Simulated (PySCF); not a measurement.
SnN⁻: energy against distance

Set-up: basis Sn aug-cc-pVDZ-PP with ECP28, N aug-cc-pVDZ; scalar-relativistic core potentials; PySCF 2.14. Energies in eV from Sn⁻ + N in their ground configurations at the same level. State: ¹Σ⁺ (singlet), closed shell.

All columns are CAM-B3LYP. A positive dipole points towards N; it is taken about the centre of mass and depends on that origin.

```
R (Å)  E (eV)  μ (D)  Mulliken charge on Sn (basis-dependent)  HOMO (eV)  LUMO (eV)  Mayer bond order  ⟨S²⟩
1.648  -2.165  -4.26                                     0.30      -1.79       3.83              2.33  0.00
1.724  -2.934  -4.66                                     0.28      -1.91       3.80              2.34  0.00
1.801  -3.315  -5.03                                     0.24      -2.01       3.76              2.38  0.00
1.859  -3.416  -5.23                                     0.20      -1.78       3.66              2.38  0.05
1.916  -3.419  -5.09                                     0.13      -1.48       3.55              2.19  0.30
1.974  -3.362  -4.95                                     0.05      -1.34       3.48              2.01  0.53
2.050  -3.224  -4.78                                    -0.03      -1.23       3.42              1.81  0.79
2.146  -2.991  -4.60                                    -0.13      -1.13       3.36              1.58  1.07
2.261  -2.674  -4.43                                    -0.22      -1.07       3.31              1.35  1.33
2.414  -2.250  -4.32                                    -0.31      -1.03       3.26              1.11  1.60
```

⟨S²⟩ is raised (SnN⁻ 0.16), so spin contamination touches these numbers. ⟨S²⟩ of the unrestricted solution departs from its pure value on part of the curve, where spin states mix. These are scalar-relativistic numbers at best; spin–orbit coupling would shift them, the dissociation energy most. For an ion De counts to the pair picked by the measured ionisation energies or electron affinities, which need not be the lowest pair at this level.
